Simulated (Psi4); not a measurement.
Cl₃Ga, triplet (typed; the unrestricted solution is spin-contaminated), at a GFN2-xTB geometry (such geometries of metal compounds can be far from the true shape) (a higher spin typed on purpose: for a closed-shell molecule this is an excited state), with bond 2-1 at 1.3 times its length. Base run: HF/def2-SVP (Psi4 1.11).

Here is a job for Psi4.
```
memory 2 GB

molecule {
0 3
Ga   -0.45767992    0.06399269    0.53548351
Cl   -2.09094523   -1.71777396   -0.92585888
Cl    0.69151346    1.64016877   -0.81695315
Cl    1.85711718   -0.45026428    0.42910924
}

set {
  basis def2-svp
  reference uhf
}

energy('scf')
print_variables()
```

The base run was repeated with changes; each row names its change, and settings that it needs were set with it.

```tsv
change	ΔE vs base (mEh)	SCF cycles	basis functions	outcome
base	0.000	14	86	converged
scf_type = out_of_core	-0.240	14	86	converged
guess = sap	51.224	16	86	another SCF solution
guess = sapgau	51.224	17	86	another SCF solution
df_basis_scf = cc-pvtz-jkfit	-0.168	14	86	converged
level_shift = 0.3	0.000	14	86	converged
scf_initial_accelerator = none	0.000	14	86	converged
e_convergence = 1e-10	0.000	20	86	converged
guess = huckel	0.000	14	86	converged
guess = sadno	0.000	15	86	converged
d_convergence = 1e-8	0.000	20	86	converged
damping_percentage = 50	-	-	86	not converged
puream = true	0.000	14	86	converged
```

A guess, shift, damping, solver or small numerical setting can't move a converged solution much, so rows marked as another SCF solution ended in a different state.

Open shells are given as the SCF converged; they aren't shown to be the lowest states, and a large step between rows can be another state.
